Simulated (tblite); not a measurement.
C5H9B2FO.
Numbering: `[BH2:1][O:2][BH:3]/[CH:4]=[CH:5]\[CH2:6][C:7](=[CH2:8])[F:9]` (hydrogens: H10, H11 on B1; H12 on B3; H13 on C4; H14 on C5; H15, H16 on C6; H17, H18 on C8)

Computed with GFN2-xTB (tblite), gas phase: L-BFGS steps from a force-field or distance-geometry start until the largest atomic force falls under 0.01 eV/Å.

Geometry at step 18:
```
atom  x, y, z in Å
B1      3.8615    0.0982   -0.5558
O2      2.9565   -0.0306    0.4239
B3      1.6382   -0.3360    0.4664
C4      0.8318   -0.9735   -0.7176
C5     -0.3906   -0.6008   -1.0908
C6     -1.0825    0.5782   -0.4632
C7     -2.3513    0.1520    0.2059
C8     -3.5665    0.6244    0.0008
F9     -2.1331   -0.7970    1.1505
H10     3.6028   -0.0532   -1.6988
H11     4.9655    0.3894   -0.2652
H12     1.1067   -0.1186    1.4985
H13     1.3049   -1.7845   -1.2615
H14    -0.9329   -1.1179   -1.8766
H15    -0.3965    0.9746    0.2908
H16    -1.2852    1.3497   -1.2134
H17    -3.7333    1.3849   -0.7425
H18    -4.4047    0.2670    0.5721
```

Problem. What forces act on the atoms?

Solution. 
```
atom  Fx (eV/Å)  Fy (eV/Å)  Fz (eV/Å)
  B1     -0.014     -0.041      0.052
  O2      0.065     -0.015     -0.265
  B3      0.138      0.029      0.068
  C4      0.134     -0.038      0.025
  C5      0.108     -0.001     -0.059
  C6      0.087     -0.129     -0.055
  C7      0.068      0.160      0.001
  C8      0.053     -0.061      0.024
  F9     -0.141      0.093     -0.091
 H10     -0.146      0.050      0.001
 H11     -0.062     -0.062      0.143
 H12      0.071      0.004      0.003
 H13     -0.065     -0.025     -0.010
 H14      0.002      0.096      0.047
 H15     -0.171      0.141     -0.047
 H16     -0.057     -0.120      0.128
 H17     -0.041     -0.103      0.098
 H18     -0.029      0.021     -0.065
```

The largest, 0.27 eV/Å, acts on O2; the rms over all components is 0.089 eV/Å. The forces sum to zero within rounding, as they must for an isolated molecule in no field.

Problem. Give the force on O2 in Eh/bohr and in nN.

Solution. 0.273 eV/Å ÷ 51.422 = 0.00531 Eh/bohr, and 0.273 eV/Å × 1.602 = 0.44 nN.

Problem. How far is this geometry from the end of the optimisation?

Solution. 0.584 eV above it, and 1.129 Å rms away after alignment. The bonds farthest from their final lengths, with half the difference of the two atoms' forces along the bond (positive lengthens):

```csv
bond,now (Å),final (Å),force along bond (eV/Å)
O2–B3,1.354,1.304,-0.04
B1–O2,1.340,1.294,-0.14
C6–H16,1.095,1.090,-0.05
C6–H15,1.094,1.089,-0.03
B3–C4,1.568,1.571,+0.03
C8–H17,1.076,1.073,-0.03
```

The angle farthest from its final value is B1–O2–B3, 134.6° against 178.2°.

Of the 2 listed bonds off by 0.010 Å or more, this force points towards the final length in 2.

What follows is the cost of the whole relaxation. On one thread of an Arm Neoverse V1, no GPU, shared host, this took 1.6 s of wall time.
